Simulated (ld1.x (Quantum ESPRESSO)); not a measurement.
# Re (Z = 75): variants of one TM potential

Base potential:

```
Element                 : Re
Generator               : ld1.x (Quantum ESPRESSO) 7.5
Type                    : norm-conserving Troullier–Martins (Kleinman–Bylander form)
Functional              : LDA (PZ)
Relativity              : fully relativistic
Frozen core             : [Xe] 4f14
Valence charge          : 7
Reference configuration : 5d5 6s2 6p0
Partial waves           : 6p (bound, empty): rc 3.35 bohr; 5d (bound): rc 1.35 bohr; 6s (bound): rc 2.30 bohr
Local potential         : the s channel
Core correction         : Bessel-smoothed model core, default radius (core density twice the valence density)
```

Open shells are filled in proportion to 2j + 1 (rel_dist='average').

All-electron outer shells of the reference configuration (LDA (PZ), scalar-relativistic, ld1.x):

| shell | level (eV) | outermost node (bohr) | outermost maximum (bohr) |
| --- | --- | --- | --- |
| 5p | -47.21 | 0.56 | 1.06 |
| 4f | -42.60 | – | 0.41 |
| 6s | -6.16 | 1.24 | 2.54 |
| 5d | -5.57 | 0.62 | 1.43 |
| 6p | -1.44 | 1.48 | 3.61 |

Cutoffs, loose and tight: the cutoffs (Ry, on a coarse ladder) from which the occupation-weighted sum of valence levels, in a spherical-Bessel basis at the reference potential, stays within 10 and 1 mRy of its value at 400 Ry. They do not see the model core or the augmentation charge, which bear on the density cutoff. Test errors are all-electron minus pseudo excitation energies from the reference, over the configurations 5d5 6s1 6p0; 5d5 6s0 6p0; 5d4 6s0 6p0; 5d5.5 6s1.5 6p0; 5d5 6s0 6p2; 5d5 6s0 6p1; 5d5 6s1.5 6p0. A dash means not determined; rows that change the core or the reference have their own tests. The largest error is taken over the tests solved by every variant that gives reliable tests at all: 5d5 6s0 6p1; 5d5 6s0 6p2; 5d5 6s1.5 6p0.

A true bound ghost makes a file unfit for plane-wave use even where its test errors are small: the radial tests pick states by their node count and pass the ghost by.

| change | outcome | cutoff, loose | cutoff, tight | bound ghosts | largest test error (meV) |
| --- | --- | --- | --- | --- | --- |
| base | generated | 35 Ry | 50 Ry | none | -11 |
| all radii but the core radius scaled by about 0.74 (s 1.70, p 2.48, d 1.00 bohr) | generated | 200 Ry | over 300 Ry | p1/2, p3/2, s (extra level of the local part) | -40 |
| all radii but the core radius scaled by about 0.86 (s 1.98, p 2.90, d 1.16 bohr) | generated | 100 Ry | 160 Ry | none | -6.9 |
| all radii but the core radius scaled by about 1.27 (s 2.92, p 4.24, d 1.70 bohr) | generated | 35 Ry | 40 Ry | none | +5.6 |

(1) What comes out with this change to the base: all radii but the core radius scaled by about 1.35 (s 3.10, p 4.50, d 1.82 bohr)?

(2) What comes out with this change to the base: all radii but the core radius scaled by about 1.16 (s 2.68, p 3.90, d 1.56 bohr)?

(3) What comes out with this change to the base: all radii but the core radius scaled by about 1.10 (s 2.52, p 3.68, d 1.48 bohr)?

## Answers

(1) outcome: generated; cutoff, loose: 35 Ry; cutoff, tight: 40 Ry; bound ghosts: none; largest test error (meV): +15.

(2) outcome: generated; cutoff, loose: 35 Ry; cutoff, tight: 55 Ry; bound ghosts: none; largest test error (meV): -3.2.

(3) outcome: generated; cutoff, loose: 35 Ry; cutoff, tight: 60 Ry; bound ghosts: none; largest test error (meV): -7.6.

Reading the sweep of the scale of all radii but the core radius (base = 1) (base included, trends over the rows without a ghost): The loose cutoff falls from 100 Ry at 0.86 to 35 Ry at 1.35. A larger radius leaves more room for a smooth pseudo-wave, so fewer plane waves are needed; a smaller one forces it to follow the all-electron wave where it bends sharply. The median size of the test errors (rows with all tests solved) is not monotonic: lowest 5.6 meV at 1.27, highest 13.5 meV at 1.35. Bound ghosts are found at 0.74.
